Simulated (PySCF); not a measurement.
C3H7N3OSi2.
SMILES: `CO[Si@](N)(C#N)[SiH2]C#N`

Computed with TDDFT CAM-B3LYP/def2-SVPD, vertical, gas phase, core orbitals frozen in the response (PySCF). One conformer (not necessarily the lowest) at the GFN2-xTB geometry, without solvent, vibrations or thermal averaging. Torsions of this conformer, `[CH3:1][O:2][Si@:3]([NH2:4])([C:5]#[N:6])[SiH2:7][C:8]#[N:9]`: C1–O2–Si3–N4 63°, O2–Si3–Si7–C8 -157°, H–N4–Si3–O2 161°, H–N4–Si3–O2 -54°.

Question: Predict the UV-vis stick spectrum at this level.

Answer: 

| state | E (eV) | E (hartree) | f | main configurations (H = HOMO, L = LUMO) |
| --- | --- | --- | --- | --- |
| S1 | 6.15 | 0.2262 | 0.0066 | H→L (92%) |
| S2 | 6.48 | 0.2382 | 0.014 | H→L+1 (90%) |
| S3 | 6.73 | 0.2472 | 0.026 | H-1→L (73%) |
| S4 | 7.09 | 0.2605 | 0.0051 | H-2→L (49%) |
| S5 | 7.13 | 0.2621 | 0.011 | H-1→L+1 (24%), H-2→L (16%) |
| S6 | 7.26 | 0.2669 | 0.0092 | H-6→L (22%), H-2→L (18%), H-1→L+1 (15%) |
| S7 | 7.35 | 0.2700 | 0.065 | H-4→L+2 (12%), H-4→L+1 (10%) |
| S8 | 7.41 | 0.2723 | 0.013 | H-5→L (12%), H-3→L (10%) |

Triplets (Tamm–Dancoff): T1 5.71 eV, H→L (53%), H-1→L (14%); T2 5.90 eV, H→L (21%), H-5→L (12%); T3 5.93 eV, H→L+1 (15%), H-1→L+1 (8%).

The lowest singlet comes at 201 nm (594 kJ/mol) in the ultraviolet; it is weak; its leading configuration is HOMO→LUMO (92%). The strongest level in the table is S7 at 7.35 eV (169 nm, f = 0.065). Löwdin shares by element: HOMO nitrogen 59% or more, silicon 8% or more, carbon 6% or more, hydrogen 6% or more (atoms not listed hold the other 21%); LUMO silicon 44%, carbon 15% or more, nitrogen 12% or more (atoms not listed hold the other 29%). Of the 8 states listed, 5 reach f = 0.01 and none stays under 0.0005. The oscillator strengths of these states sum to 0.150; summed over the whole spectrum of an exact calculation they would give the number of electrons, 82 (Thomas–Reiche–Kuhn). Orbital energies (eV): HOMO-3 -11.31, HOMO-2 -10.78, HOMO-1 -10.67, HOMO -9.87, LUMO -0.45, LUMO+1 -0.05, LUMO+2 0.59. Only the lowest 8 singlets were computed, as vertical energies without vibronic structure.
